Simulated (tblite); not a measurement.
Run record: tight-binding relaxation, `BNC1CCC1`.

Computed with GFN2-xTB geometry optimisation, gas phase (tblite 0.8.0). Start geometry: from a force field or distance geometry. A driver script takes a list of jobs; this job's settings line and coordinates (Å) are shown.

Command:
```bash
OMP_NUM_THREADS=1 python probes_run.py task.json out
```

Input:
```
{"job": {"kind": "relax", "xc": "GFN2-xTB", "basis": "xTB"}, "charge": 0, "multiplicity": 1}
B      2.475200    -0.503200     0.117100
N      1.323700     0.350100    -0.493100
C      0.261400     0.388000     0.495100
C     -0.961500     1.186500     0.076800
C     -1.817900    -0.069800     0.259700
C     -0.561400    -0.900900     0.322000
H      3.476600     0.100400     0.367200
H      2.132300    -1.260400     0.980100
H      1.020700    -0.052400    -1.398500
H      0.606300     0.533800     1.517900
H     -1.030100     1.512300    -0.967000
H     -1.254500     2.016900     0.747300
H     -2.427700    -0.275700    -0.644700
H     -2.413900    -0.094200     1.169500
H     -0.311900    -1.471900    -0.579200
H     -0.524900    -1.450700     1.285800
```

Output:
```
step      E/eV     max force
  0    -483.33792    2.903
  1    -483.72011    1.894
  2    -483.93580    1.274
  3    -484.05122    1.082
  4    -484.17087    0.719
  5    -484.23063    0.679
  6    -484.28944    0.763
  7    -484.35489    0.787
  8    -484.43760    0.990
  9    -484.54016    1.051
... (61 lines left out)
 71    -485.42974    0.025
 72    -485.42987    0.024
 73    -485.42996    0.024
 74    -485.43003    0.026
 75    -485.43011    0.018
 76    -485.43017    0.017
 77    -485.43020    0.015
 78    -485.43023    0.013
 79    -485.43025    0.011
 80    -485.43026    0.008
```

«max force» is the largest atomic force in eV/Å.

Q: From which step on does the largest force stay under 0.1 eV/Å, and how much energy is left to gain from there?

A: From step 64 (0.080 eV/Å), 3.8 meV above the end.

Main results: energy lowered by 48.3 kcal/mol over 80 steps; largest atomic force 0.008 eV/Å at the end.

On one thread, Arm Neoverse V1 (aarch64), shared host with 32 logical CPUs at a one-minute load of 26, this took 0.4 s of wall time.
Labels such as C1 count atoms from 1, the log's own numbers from 0.
